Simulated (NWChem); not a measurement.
C2HF3OSi; SMILES FC1=CO[Si]1(F)F

```xyz
8

F      1.0674     2.2535     0.0000
C      0.2187     1.2312     0.0000
C     -1.1419     1.1988     0.0000
O     -1.5700    -0.1420     0.0000
Si     0.0913    -0.6109     0.0000
F      0.5010    -1.4942    -1.2886
F      0.5010    -1.4942     1.2886
H     -1.9191     1.9795     0.0000
```
Atoms are numbered in this order, from 1.

Results from NWChem. Structure relaxed at the PBE-D3(BJ)/def2-SVP level. Level: M06-2X/def2-SVP with SMD (1 M gas to 1 M solution), gas-phase geometry. Reactions with the solvent are ignored.

| solvent | dielectric constant | solvation free energy (kcal/mol) | cavity-dispersion-structure term (kcal/mol) | dipole in solution (D) |
|---|---|---|---|---|
| water | 78.4 | -0.9 | 4.5 | 1.85 |
| cyclohexane | 2.02 | -1.3 | 0.8 | 1.59 |
| dimethyl sulfoxide | 46.8 | … | … | 1.81 |
| chlorobenzene | 5.70 | -2.6 | 0.9 | 1.73 |

### Question
What belongs in the gaps?

### Answer

- dimethyl sulfoxide, solvation free energy (kcal/mol): -2.1
- dimethyl sulfoxide, cavity-dispersion-structure term (kcal/mol): 2.2
